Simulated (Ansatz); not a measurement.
Relaxation of ClH₃OSn (6 atoms, charge 0, multiplicity 1), to a largest force component of 0.02 eV/Å in at most 40 steps.

Theory: RKS PBE0-D4/def2-SVP (Ansatz 0.2.0).

```xyz
6
Properties=species:S:1:pos:R:3
Sn 0.000 0.000 0.000
O 0.000 0.000 1.960
H -0.909 -0.281 2.297
Cl 2.273 0.000 -0.802
H -0.820 1.420 -0.579
H -0.820 -1.420 -0.579
```

**Question.** Where does it end, and by what steps?

**Answer.** The run converged. After 10 steps the energy has fallen by 0.257 eV; H3 moved furthest, 0.84 Å.

```tsv
step	energy less start (eV)	largest force component (eV/Å)	accepted
0	0.0000	1.853	yes
1	-0.1185	0.885	yes
2	-0.1516	0.645	yes
3	-0.1732	0.227	yes
4	-0.1817	0.351	yes
5	-0.2387	0.223	yes
6	-0.2526	0.077	yes
7	-0.2552	0.067	yes
8	-0.2568	0.028	yes
9	-0.2572	0.057	yes
10	-0.2574	0.005	yes
```

```xyz
6
Properties=species:S:1:pos:R:3
Sn -0.196 0.047 -0.084
O -0.490 0.209 1.862
H -0.103 -0.519 2.364
Cl 2.123 -0.168 -0.430
H -0.711 1.536 -0.721
H -0.898 -1.386 -0.695
```

Whether the end is a true minimum wasn't checked by a vibrational analysis.

The run took 29 s on 1 thread of Arm Neoverse V2 (shared host), peak memory 0.15 GiB.
